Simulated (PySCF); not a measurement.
## `InChI=1S/C9H8O/c1-10-9-4-2-3-7-5-6-8(7)9/h2-6H,1H3`

Cartesian coordinates in Å; atom numbers follow the order of the lines, from 1:
```xyz
18

C    -2.750    0.007   -0.024
O    -1.495   -0.602   -0.146
C    -0.386    0.155   -0.019
C    -0.397    1.568    0.238
C     0.772    2.291    0.358
C     2.060    1.687    0.235
C     2.047    0.345   -0.010
C     0.856   -0.409   -0.135
C     1.698   -1.647   -0.368
C     2.841   -0.932   -0.250
H    -2.895    0.461    0.972
H    -2.911    0.782   -0.795
H    -3.497   -0.785   -0.161
H    -1.348    2.090    0.343
H     0.705    3.364    0.554
H     2.972    2.278    0.334
H     1.472   -2.696   -0.557
H     3.902   -1.177   -0.305
```

Method: quadratic response CAM-B3LYP/aug-cc-pVDZ first hyperpolarisability, Taylor convention, gas phase (PySCF). Geometry: PBE0-D3(BJ)/def2-SVP.

(1) Give the tensor of the static β(0;0,0) in the axes of these coordinates.

## Answers

(1) In au, Taylor convention; rows are the first index (the induced dipole):
```tsv
	xx	yy	zz	xy	xz	yz
x	-280.8	-57.4	-34.8	-28.5	-3.0	-4.2
y	-28.5	+18.1	-16.6	-57.4	-4.2	+10.9
z	-3.0	+10.9	-8.9	-4.2	-34.8	-16.6
```
Norm of βᵢ = ⅓ Σⱼ (βᵢⱼⱼ + βⱼᵢⱼ + βⱼⱼᵢ): 373.9 au, hyper-Rayleigh value 140.9 au.
